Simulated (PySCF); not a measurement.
Stepwise substitution at one centre (Al SiH3-SH). Isolated molecules, 0 K electronic values unless said otherwise. One relaxed conformer stands for each flexible species; it need not be the lowest. Strings in code marks are SMILES.

The S1 excitation (TDA) from two functionals at the same geometries (PBE0-D3(BJ)/def2-TZVP), both in PySCF: PBE-D3(BJ)/def2-TZVP and B3LYP-D3(BJ)/def2-TZVP. B3LYP has the VWN-RPA correlation part, as in Gaussian. Excitations are Tamm–Dancoff values on a coarser integration grid. The basis has no diffuse functions, so Rydberg states are missing or too high.

```csv
species,PBE-D3(BJ)/def2-TZVP (eV)
0 of 3 SiH3 replaced by SH,3.14
1 of 3 SiH3 replaced by SH,3.76
2 of 3 SiH3 replaced by SH,4.66
3 of 3 SiH3 replaced by SH (`[SH][Al]([SH])[SH]`),5.09
```

Task: What does B3LYP-D3(BJ)/def2-TZVP give for each?

Result: 
- 0 of 3 SiH3 replaced by SH: 3.36
- 1 of 3 SiH3 replaced by SH: 3.97
- 2 of 3 SiH3 replaced by SH: 5.11
- 3 of 3 SiH3 replaced by SH (`[SH][Al]([SH])[SH]`): 5.53
Over these rows, drawn at random from the members with no instability flagged (it was tested for open shells, ions and some series alone), PBE minus B3LYP-D3(BJ): mean -0.33 eV, from -0.45 eV to -0.21 eV.
